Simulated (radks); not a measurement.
Polarisability of the mercury ion Hg3+, [Xe] 4f14 5d9, at imaginary frequency. All-electron calculation, scalar-relativistic Kohn-Sham, PBE, spin-unpolarised, spherical densities, finite nucleus; Fermi nuclear charge, rms radius 5.4648 fm. Program: a radial shooting solver on a logarithmic mesh with Libxc functionals. Response by self-consistent Sternheimer equations with the Hartree and adiabatic LDA kernel, the relativistic mass of each level held fixed and spin-orbit coupling left out.

w (hartree)  alpha1(iw) (bohr^3)
0.00266                    5.739
0.0143                     5.738
0.0360                     5.733
0.0697                     5.714
0.118                      5.668
0.186                      5.569
0.280                      5.375
0.413                      5.033
0.605                      4.495
0.892                      3.747
1.35                       2.831
2.12                       1.849
3.59                      0.9752
6.94                      0.3833
17.5                     0.09635

Static values: alpha1 = 5.739 bohr^3 (0.8505 angstrom^3; uncoupled 9.149). C6 = 33.63, triple-dipole C9 = 133.8 atomic units. One-pole (London) frequency 4 C6 / (3 alpha1^2) = 1.361 hartree, against 1.561 for minus the highest occupied eigenvalue.
